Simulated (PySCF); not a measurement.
# Removal energies of In⁺ from EOM-IP-GCCSD

Reference: closed-shell In⁺, [Kr] 4d10 5s2; one electron is removed. Calculated with PySCF 2.14, two-component X2C-1e with screened spin-orbit coupling, x2c-TZVPPall-2c with one added diffuse shell each of s, p, d, f type (9s10p6d3f, 90 functions); frozen [Ar] 3d10; the 6 highest virtual spinors dropped; of the others 108 kept and the rest restored at second order. No Breit or QED terms. Binding energies in eV.

```
level  Koopmans  second order  EOM-CCSD
4d3/2    35.490        31.939    33.434
4d5/2    34.531        31.098    32.544
5s1/2    17.311        18.599    18.693
```

For comparison, the ionisation energy of In⁺ is 18.870 eV (measured; NIST Atomic Spectra Database, ionization energies).

Only part of the computed levels is shown.

Where second order misses EOM-CCSD by more than 1 eV, it overshoots the relaxation and correlation of that hole or particle, which higher orders damp.
